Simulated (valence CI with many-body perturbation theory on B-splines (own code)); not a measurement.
**Valence orbitals of Rb XXV**

Calculated by configuration interaction combined with many-body perturbation theory (CI+MBPT): three valence electrons over a frozen Dirac-Fock core [Ne], a basis of 11 s, 11 p, 10 d, 8 f, 5 g, 2 h functions for each j, with the one-electron correlation potential Σ1, the two-electron term Σ2, the three-electron term Σ3, Breit, model QED; selected CI, second order for the rest, scaled by the run's own slope (own B-spline code, finite nucleus).

No measured levels were compared; by estimate levels of excited configurations hold to 0.05 to 0.15 % of their energy, terms of the ground configuration to about 0.5 %.

These are the spectroscopic orbitals of the CI (the correlating ones are not listed), shaped by the core and the other valence electrons. h is the expectation value of the core's Dirac-Fock operator, without the valence repulsion; Σ1 is computed up to l = 3 at one energy for each symmetry, that of its lowest orbital but kept below the first core excitation, so for empty shells it is not the orbital's own correlation shift; Breit and QED include the response of the core.

| Orbital | h (hartree) | Σ1 (cm⁻¹) | Breit (cm⁻¹) | QED (cm⁻¹) | ⟨r⟩ (bohr) |
| --- | --- | --- | --- | --- | --- |
| 3s1/2 | -47.555 | -5945 | 3747 | 2636 | 0.4368 |
| 4s1/2 | -25.586 | -1941 | 1439 | 1036 | 0.8169 |
| 5s1/2 | -15.961 | -869 | 679 | 496 | 1.323 |
| 6s1/2 | -10.903 | -470 | 377 | 277 | 1.946 |
| 7s1/2 | -7.9178 | -284 | 231 | 170 | 2.690 |
| 8s1/2 | -6.0101 | -185 | 152 | 112 | 3.552 |
| 3p1/2 | -45.391 | -7301 | 6138 | -153 | 0.4214 |
| 4p1/2 | -24.693 | -2348 | 2360 | -57.0 | 0.8144 |
| 5p1/2 | -15.516 | -1073 | 1148 | -27.4 | 1.328 |
| 6p1/2 | -10.65 | -585 | 645 | -15.3 | 1.961 |
| 7p1/2 | -7.7603 | -356 | 398 | -9.4 | 2.714 |
| 8p1/2 | -5.9055 | -233 | 263 | -6.2 | 3.586 |
| 3p3/2 | -44.84 | -7019 | 3814 | 90.4 | 0.4273 |
| 4p3/2 | -24.472 | -2283 | 1442 | 36.9 | 0.8223 |
| 5p3/2 | -15.406 | -1048 | 715 | 18.4 | 1.338 |
| 6p3/2 | -10.587 | -573 | 401 | 10.5 | 1.973 |
| 7p3/2 | -7.7214 | -349 | 247 | 6.5 | 2.728 |
| 8p3/2 | -5.8797 | -228 | 163 | 4.3 | 3.602 |
| 3d3/2 | -41.964 | -8292 | 2553 | -114 | 0.3779 |
| 4d3/2 | -23.388 | -2284 | 929 | -40.7 | 0.7878 |
| 5d3/2 | -14.878 | -1011 | 445 | -19.5 | 1.316 |
| 6d3/2 | -10.289 | -546 | 248 | -10.9 | 1.963 |
| 7d3/2 | -7.537 | -331 | 153 | -6.7 | 2.731 |
| 3d5/2 | -41.854 | -8057 | 1129 | -44.3 | 0.3795 |
| 4d5/2 | -23.34 | -2216 | 408 | -12.6 | 0.7899 |
| 5d5/2 | -14.853 | -981 | 197 | -5.4 | 1.319 |
| 6d5/2 | -10.275 | -530 | 111 | -2.9 | 1.966 |
| 7d5/2 | -7.5278 | -321 | 68.2 | -1.7 | 2.734 |
| 4f5/2 | -22.794 | -1735 | 65.2 | -10.2 | 0.7009 |
| 5f5/2 | -14.58 | -860 | 45.7 | -5.9 | 1.238 |
| 6f5/2 | -10.119 | -489 | 29.6 | -3.6 | 1.893 |
| 7f5/2 | -7.4309 | -305 | 19.8 | -2.3 | 2.668 |
| 4f7/2 | -22.776 | -1716 | 8.3 | 1.1 | 0.7018 |
| 5f7/2 | -14.57 | -849 | 5.9 | -0.1 | 1.238 |
| 6f7/2 | -10.114 | -483 | 3.7 | -0.2 | 1.894 |
| 7f7/2 | -7.4274 | -300 | 2.5 | -0.2 | 2.670 |
| 5g7/2 | -14.521 |  | 1.1 | -1.9 | 1.094 |
| 6g7/2 | -10.085 |  | 1.1 | -1.1 | 1.752 |
| 7g7/2 | -7.409 |  | 0.9 | -0.7 | 2.530 |
| 5g9/2 | -14.515 |  | 0.0 | 1.3 | 1.095 |
| 6g9/2 | -10.082 |  | 0.0 | 0.7 | 1.753 |
| 7g9/2 | -7.407 |  | 0.0 | 0.5 | 2.531 |
| 6h9/2 | -10.075 |  |  |  | 1.558 |
| 6h11/2 | -10.073 |  |  |  | 1.559 |

Among the shells of the start configuration 3s2 3p1, Σ1 is largest in size for 3p1/2, where it is 0.073 % of h.

Lowest root of each symmetry, sizes in configuration state functions:

```
   J  Parity  Roots  Reference  Variational  Second order  Change by selected CI (cm⁻¹)  Change by second order (cm⁻¹)
 1/2    even     15         93        10521         18642                         -1782                              0
 3/2    even     22        147        17209         30770                         -1382                              0
 5/2    even     21        153        19682         35840                         -1754                             -1
 7/2    even     12        114        16011         46312                         -3126                             -1
 9/2    even      8         72        13790         42377                         -3924                             -2
11/2    even      2         28         8400         38387                        -10869                             -6
 1/2     odd     16         93        10764         20499                         -2995                              0
 3/2     odd     25        149        17208         37086                         -2949                              0
 5/2     odd     20        148        17157         41924                         -2113                             -1
 7/2     odd     14        115        17714         49684                         -2320                             -1
 9/2     odd      7         66        12956         33644                         -2104                             -2
11/2     odd      3         31        10453         34768                         -3694                             -1
```
